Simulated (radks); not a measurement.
Problem. The table gives one normalised radial function P(r) = r R(r) of Nd3+ in [Xe] 4f3 (r in bohr). Calculated with a radial shooting solver on a logarithmic mesh with Libxc functionals: scalar-relativistic Kohn-Sham, MS2 meta-GGA, spin-unpolarised, spherical densities, finite nucleus; meta-GGA in the generalised Kohn-Sham scheme; Fermi nuclear charge, rms radius 4.9123 fm.

r	P
0.004342	0.2664
0.005837	0.3121
0.007848	0.3500
0.01064	0.3669
0.0143	0.3428
0.01938	0.2523
0.02606	0.0822
0.03503	-0.1631
0.04748	-0.4340
0.06383	-0.5881
0.08651	-0.4620
0.1163	0.0108
0.1564	0.6236
0.2119	0.8730
0.2849	0.3264
0.3862	-0.7770
0.5192	-1.4896
0.698	-1.3174
0.946	-0.6512
1.272	-0.1874
1.724	-0.0273
2.318	-0.0019
3.116	0.0000
4.223	0.0000
5.677	0.0000
7.694	0.0000
10.34	0.0000

Which n and l does it have? It may be an empty orbital.

Solution. n = 4, l = 0: the number of nodes gives n - l - 1 = 3, the rise at small r (about r^(l+1), flatter next to the nucleus through relativity) gives l, and the extent must fit the shell. The curve is that of 4s. 4s: eigenvalue -337.60 eV, 3 radial nodes at r = 0.0290, 0.116, 0.314 bohr, <r> = 0.606 bohr, 90 % of the charge inside 0.868 bohr.
